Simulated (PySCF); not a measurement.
Isomers of CH9NSi2. All species are isolated molecules in the gas phase. One relaxed conformer stands for each flexible species; it need not be the lowest. Strings in code marks are SMILES. Quantity: electronic energy of isomers of CH9NSi2 relative to `C[SiH2]N[SiH3]` (C–Si–N–Si torsion 75°). Level 1: PBE-D3(BJ)/def2-TZVP // PBE0-D4/def2-TZVP (PySCF). Level 2: PBE0-D4/def2-TZVP (PySCF).

| case | level 1 (kcal/mol) | level 2 (kcal/mol) |
|---|---|---|
| `C[Si@@H](N)[SiH3]` (Si–Si–N–H torsion 161°) | 9.8 | 11.5 |
| `C[SiH2][SiH2]N` (C–Si–Si–N torsion -63°, Si–Si–N–H torsion -53°) | 11.1 | withheld |
| `CN([SiH3])[SiH3]` | 19.8 | 20.2 |
| `[SiH3]CN[SiH3]` (Si–C–N–Si torsion 155°) | 34.0 | 35.4 |
| `NC[SiH2][SiH3]` (H–N–C–Si torsion -64°, N–C–Si–Si torsion -53°) | 40.0 | 42.6 |

Task: Fit level 2 = a + b·x to the 4 complete rows by least squares, with x = level 1 in kcal/mol. Give a, b and the rms residual, and predict the withheld value.

Result: Means of the 4 rows: x̄ = 25.9, ȳ = 27.425 kcal/mol. Σ(x − x̄)² = 560.84 and Σ(x − x̄)(y − ȳ) = 579.03, so b = 1.032 and a = ȳ − b·x̄ = 0.70 kcal/mol. The rms residual is 0.69 kcal/mol. At x = 11.1 the line gives 12.2 kcal/mol. The run for `C[SiH2][SiH2]N` (C–Si–Si–N torsion -63°, Si–Si–N–H torsion -53°) gave 12.8 kcal/mol, so the line is off by 0.6 kcal/mol, within twice the rms residual.

Codes: PySCF.
